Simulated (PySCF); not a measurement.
**Stationary points of SbF2**

All numbers come from PBE0/[Sb def2-TZVP with ECP28, F def2-TZVP], scalar-relativistic core potentials, density fitting, no spin–orbit coupling, PySCF.

Relaxations began from a few typed shapes; open shells are unrestricted. The search is not exhaustive: other isomers or separated fragments can lie lower, and high-lying points may rest on an excited occupation.

**Question.** Which is the lowest minimum found?
A. doublet D∞h: Sb–F 1.991 Å (×2); F–Sb–F 180.0°
B. doublet C2v: Sb–F 1.904 Å (×2); F–Sb–F 95.0°

**Answer.** B. The others lie at 161.8 (doublet D∞h, a saddle point) kJ/mol above it.

For the lowest minimum: no spin–orbit coupling is included, which matters more the heavier the element.

The electron or spin density has lower symmetry than the nuclear frame for the doublet D∞h at 161.8 kJ/mol.
